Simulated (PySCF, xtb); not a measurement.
CF₃GeNO, SMILES O=C=[N][Ge]([F])([F])[F].

GFN2-xTB (xtb 6.7.1) at its own geometry gives an orbital gap of 6.80 eV and a dipole moment of 1.43 D.

Geometry: B3LYP-D3(BJ)/def2-SVP. This is a generated structure with no PubChem entry under its InChIKey; it may be hypothetical. Other conformers were not sampled.

Q: What does PBE/def2-TZVP (PySCF) give? (The exact figures need the calculation; the answer reports its results.)

A: gap 5.82 eV (levels -8.45 and -2.63 eV), dipole 0.58 D.
